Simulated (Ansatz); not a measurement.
`C[CH](C)[Sn][Cl]` + H₂S → `[SH][Sn][Cl]` + `CCC` at 600 K and 1 bar (ligand exchange at the Sn–C bond).

Isolated molecules relaxed with PBE0-D4/def2-TZVP in Ansatz; ΔE leaves out vibrations. CCSD(T)/CBS is the MP2 limit (def2-TZVPP, def2-QZVPP) plus CCSD(T) − MP2 in def2-TZVPP, frozen cores. This one scheme is used for every species. Elements past krypton have def2 core potentials. For Sn outer-core shells are correlated without core-valence functions, which leaves a few kJ/mol of doubt a bond. Each species was taken in one conformer, which may not be the lowest.

| species | CCSD(T)/CBS energy (Eh) | H − E (kJ/mol) | S (J/(mol·K)) |
| --- | --- | --- | --- |
| `C[CH](C)[Sn][Cl]` | -792.22854 | 310.4 | 477.3 |
| H₂S | -398.97279 | 60.8 | 230.9 |
| `[SH][Sn][Cl]` | -1072.27294 | 62.8 | 367.8 |
| `CCC` | -118.98051 | 315.9 | 335.6 |

H − E and S are ideal-gas, rigid-rotor, harmonic terms from PBE0-D4/def2-TZVP, for one conformer and one mirror image of each species. 1 Eh = 2625.50 kJ/mol, R = 8.31446 J/(mol·K).

Question: By hand: ΔE, ΔH, ΔS and ΔG.

Answer: ΔE = (-1072.27294) + (-118.98051) − (-792.22854) − (-398.97279) = -0.05212 Eh = -136.8 kJ/mol. Δ(H − E) = 62.8 + 315.9 − 310.4 − 60.8 = 7.5, so ΔH = -129.3 kJ/mol. ΔS = 367.8 + 335.6 − 477.3 − 230.9 = -4.8 J/(mol·K). ΔG = -129.3 − 600 × (-4.8)/1000 = -126.4 kJ/mol.

Question: By hand: the equilibrium constant, and the temperature at which ΔG would vanish if ΔH and ΔS stayed fixed.

Answer: log₁₀ K = −ΔG/(RT ln 10) = 11.0. ΔG = 0 at ΔH/ΔS = 26938 K, far beyond where these terms or the molecules hold.

The number of gas molecules stays the same, so ΔS is small and ΔH decides. A doubt of 5 kJ/mol in ΔE shifts log₁₀ K by 0.4 here. Other conformers and mirror images would add mixing entropy, several J/(mol·K) or more a flexible species. Modes under 60 cm⁻¹, often nearly free rotors, make the harmonic entropy too high. These are equilibria of isolated gas molecules and say nothing of rates. Largest T1 diagnostic: 0.015 (customary marks: 0.02 for closed shells, 0.045 for open ones).
